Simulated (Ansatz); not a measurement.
CdFH (SMILES [F][CdH]) moved off its minimum; all values from Ansatz (a quantum-chemistry and plane-wave program), cores frozen in correlated methods. Elements past Kr take the def2 small-core potentials, without spin–orbit coupling.
(charge 0, multiplicity 1)
```xyz
3

Cd    -0.03362     0.09318    -0.27553
H     -0.09417    -0.09325    -2.06682
F      0.06653    -0.08892     1.66620
```

### Question
Give the forces (eV/Å), the total energy and the dipole at CCSD(T)/def2-TZVPPD.

### Answer

| atom | Fx | Fy | Fz |
|---|---|---|---|
| Cd1 | -0.020 | -0.497 | -1.487 |
| H2 | 0.037 | 0.333 | 1.562 |
| F3 | -0.018 | 0.164 | -0.075 |
Energy -267.6377 hartree, dipole 2.60 D.
